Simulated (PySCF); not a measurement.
C4H5NSi, SMILES [SiH2]1C(C#N)=CC1. Atoms are numbered in the order given.

```xyz
11

N     -0.1512    -3.0188     0.0000
C     -0.0020    -1.8655     0.0000
C      0.1238    -0.4532     0.0000
C      1.2536     0.3035     0.0000
C      0.8441     1.7660     0.0000
Si    -0.9538     1.0975     0.0000
H      2.2870    -0.0693     0.0000
H      1.1787     2.3226    -0.8915
H      1.1787     2.3226     0.8915
H     -1.7754     1.3432    -1.2175
H     -1.7754     1.3432     1.2175
```

The structure is a stationary point at B3LYP-D3(BJ)/def2-SVP. This is a generated structure with no PubChem entry under its InChIKey; it may be hypothetical.

Level of theory: PBE/def2-TZVP (PySCF).

| Property | Value |
|---|---|
| total energy | -499.29274 hartree |
| point group | Cs |
| highest occupied level | -6.99 eV |
| lowest empty level | -2.64 eV |
| orbital gap | 4.35 eV |
| dipole moment | 4.70 D |
| quadrupole, principal values (traceless, Buckingham form, about the centre of nuclear charge) | -12.94, 4.22, 8.72 D·Å |
| mean static polarisability | 78.1 bohr³ (11.58 Å³) |
| polarisability, principal values | 53.5, 76.5, 104.5 bohr³ |
